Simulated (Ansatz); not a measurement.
The same path of a periodic cell of 17 atoms, Li16H (host Li, host structure bcc, interstitial H) was run twice with different band settings. Made: Li2–H17.

Method: DFT PBE, scalar-relativistic, plane waves, PAW in Ansatz 0.2.0. Settings: cutoff 420 eV, k mesh 3x3x3, gaussian smearing 0.15 eV, no spin polarisation.

Relaxed end points:

```xyz
17
Lattice="6.9800 0.0000 0.0000 0.0000 6.9800 0.0000 0.0000 0.0000 6.9800" Properties=species:S:1:pos:R:3
Li -0.106 0.002 -0.123
Li 3.581 0.002 -0.123
Li -0.089 3.491 0.088
Li 0.166 -0.001 3.503
Li 1.746 1.621 1.721
Li 3.573 3.491 0.084
Li 3.311 -0.001 3.499
Li 5.239 1.695 1.798
Li 0.042 3.487 3.455
Li 1.746 5.368 1.724
Li 1.741 1.862 5.372
Li 3.440 3.488 3.456
Li 5.238 5.290 1.798
Li 5.233 1.794 5.133
Li 1.741 5.127 5.372
Li 5.233 5.189 5.136
H 1.741 0.004 2.571
```

```xyz
17
Lattice="6.9800 0.0000 0.0000 0.0000 6.9800 0.0000 0.0000 0.0000 6.9800" Properties=species:S:1:pos:R:3
Li -0.120 0.002 -0.098
Li 3.501 0.003 0.183
Li 0.082 3.491 -0.089
Li -0.120 0.002 3.586
Li 1.721 1.613 1.742
Li 3.455 3.492 0.046
Li 3.505 0.003 3.307
Li 5.371 1.855 1.742
Li 0.081 3.491 3.576
Li 1.718 5.367 1.742
Li 1.802 1.689 5.232
Li 3.456 3.492 3.441
Li 5.371 5.126 1.742
Li 5.135 1.788 5.234
Li 1.801 5.293 5.232
Li 5.135 5.195 5.234
H 2.571 -0.005 1.752
```

Common settings: movable images 3; climbing image yes; force threshold 0.05 eV/Å; end points relaxed.

| run | spring | optimiser | start path | iteration limit |
| --- | --- | --- | --- | --- |
| 1 | 5.0 eV/Å² | lbfgs | straight line | 80 |
| 2 | 0.1 eV/Å² | fire | default | 50 |

**Question.** What does each run give, and how far can it be trusted?

**Answer.** Run 1: converged after 16 iterations, highest image 0.001 eV above the first end. A structure lower than the first end lies on the path between it and the top, so the climb from that side starts below the end, which may itself be a saddle point or a shallow side well. The top lies less than 8 meV above the higher end, about what the thresholds resolve: that end is a shoulder or a very shallow well. By the program's own check the climbing image is of a kind that is not told: the force calls were inconclusive, a negative curvature could not be distinguished from the path's own, the only one lies far off the path, or fixed occupations may fill a level only in part (lowest curvatures found: -0.06 and 0.13 eV/Å²).
Run 2: converged after 21 iterations, highest image 0.001 eV above the first end. A structure lower than the first end lies on the path between it and the top, so the climb from that side starts below the end, which may itself be a saddle point or a shallow side well. The top lies less than 8 meV above the higher end, about what the thresholds resolve: that end is a shoulder or a very shallow well. The order of the stationary point at the top wasn't checked.
Limits of this set-up: coarse k mesh, odd electron count without spin.
